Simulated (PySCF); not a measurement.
## Working out the electron affinity of Ta

Ta⁻ [Xe] 4f14 5d4 6s2 (5D) → Ta [Xe] 4f14 5d3 6s2 (4F). All numbers are calculated (PySCF 2.14, a scalar-relativistic core potential, in aug-cc-pVDZ-PP with ECP60MDF). Frozen: 5s2 5p6. Energies in hartree (1 hartree = 27.21139 eV):

```tsv
part	Ta⁻ (lower)	Ta (upper)
UHF	-56.724972	-56.740352
CCSD correlation	-0.097405	-0.077326
(T)	-0.006681	-0.003807
```

What does Hartree-Fock give?

(-56.740352) − (-56.724972) = -0.015380 hartree = -0.419 eV.

What do CCSD and CCSD(T) give?

The CCSD correlation energies differ by 0.020079 hartree = 0.546 eV and the triples by 0.002874 hartree = 0.078 eV, so CCSD gives 0.127 eV and CCSD(T) 0.205 eV.

Reference: 0.329 eV (measured; photodetachment measurements, as compiled on the Wikipedia data page of electron affinities), between the lowest levels; spin-orbit coupling is absent from the calculation.

A double-zeta basis recovers only part of the correlation energy.

The coupled-cluster amplitudes are large, so a single reference is strained.

What remains against the reference includes basis incompleteness, the frozen core and higher excitations.
